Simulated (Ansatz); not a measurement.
`B[SiH](B)O` + H–F → `B[SiH](B)F` + H₂O at 298.15 K and 1 bar (ligand exchange at the Si–O bond).

Isolated molecules relaxed with PBE0-D4/def2-TZVP in Ansatz; ΔE leaves out vibrations. CCSD(T)/CBS is the MP2 limit (def2-TZVPP, def2-QZVPP) plus CCSD(T) − MP2 in def2-TZVPP, frozen cores. This one scheme is used for every species. Each species was taken in one conformer, which may not be the lowest.

| species | CCSD(T)/CBS energy (Eh) | H − E (kJ/mol) | S (J/(mol·K)) |
| --- | --- | --- | --- |
| `B[SiH](B)O` | -417.41590 | 185.8 | 339.4 |
| H–F | -100.39570 | 33.5 | 173.6 |
| `B[SiH](B)F` | -441.44960 | 154.8 | 328.7 |
| H₂O | -76.37941 | 66.4 | 188.7 |

H − E and S are ideal-gas, rigid-rotor, harmonic terms from PBE0-D4/def2-TZVP, for one conformer and one mirror image of each species. 1 Eh = 2625.50 kJ/mol, R = 8.31446 J/(mol·K).

Q: By hand: ΔE, ΔH, ΔS and ΔG.

A: ΔE = (-441.44960) + (-76.37941) − (-417.41590) − (-100.39570) = -0.01741 Eh = -45.7 kJ/mol. Δ(H − E) = 154.8 + 66.4 − 185.8 − 33.5 = 1.9, so ΔH = -43.8 kJ/mol. ΔS = 328.7 + 188.7 − 339.4 − 173.6 = 4.4 J/(mol·K). ΔG = -43.8 − 298.15 × (4.4)/1000 = -45.1 kJ/mol.

Q: By hand: the equilibrium constant, and the temperature at which ΔG would vanish if ΔH and ΔS stayed fixed.

A: log₁₀ K = −ΔG/(RT ln 10) = 7.9. ΔH and −TΔS have one sign here, so there is no such temperature.

The number of gas molecules stays the same, so ΔS is small and ΔH decides. A doubt of 5 kJ/mol in ΔE shifts log₁₀ K by 0.9 here. Other conformers and mirror images would add mixing entropy, several J/(mol·K) or more a flexible species. These are equilibria of isolated gas molecules and say nothing of rates. Largest T1 diagnostic: 0.014 (customary marks: 0.02 for closed shells, 0.045 for open ones).

ΔS is within the doubt of such terms, so its sign, and with it that verdict, could turn.
